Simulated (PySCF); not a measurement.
Bonds (- single, = double, # triple, : aromatic): B1-C2 1.513 Å, C2-F3 1.343 Å, C2=C4 1.362 Å, C4-O5 1.321 Å, O5-C6 1.410 Å. B1 carries H7, H8; C4 carries H9; C6 carries H10, H11, H12. Stereochemistry as in B/C(F)=C/OC.

Geometry: PBE0-D3(BJ)/def2-SVP; GIAO absolute shieldings from PySCF 2.14.0 with density-fitted response routines, gas phase, non-relativistic, averaged over equivalent atoms.

At PBE0/IGLO-III (270 basis functions, 40 s wall time on 1 thread of an Arm Neoverse V1, shared host):
| atoms | σ (ppm) |
| --- | --- |
| B1 | 37.3 |
| C4 | 11.2 |
| C2 | 13.4 |
| C6 | 122.8 |
| F3 | 321.4 |
| O5 | 199.9 |
| H9 | 24.65 |
| H7/H8 | 25.28 |
| H10/H11/H12 | 27.58 |

Predict the values at BHandHLYP/pcSseg-2 on the same geometry.

Results:


```csv
atoms,σ at BHandHLYP/pcSseg-2,change
B1,40.3,+3.0
C4,8.7,-2.5
C2,14.1,+0.7
C6,124.1,+1.3
F3,346.7,+25.3
O5,218.3,+18.4
H9,24.87,+0.22
H7/H8,25.64,+0.36
H10/H11/H12,27.74,+0.16
```

The largest change is at F3 (vinylic fluorine). Cost: 300 basis functions, 41 s wall time on 1 thread of an Arm Neoverse V1, shared host. The order of the carbon signals is the same at both levels.

A carbon bonded to boron is broadened by the quadrupolar boron nucleus and is often missing from a measured spectrum.
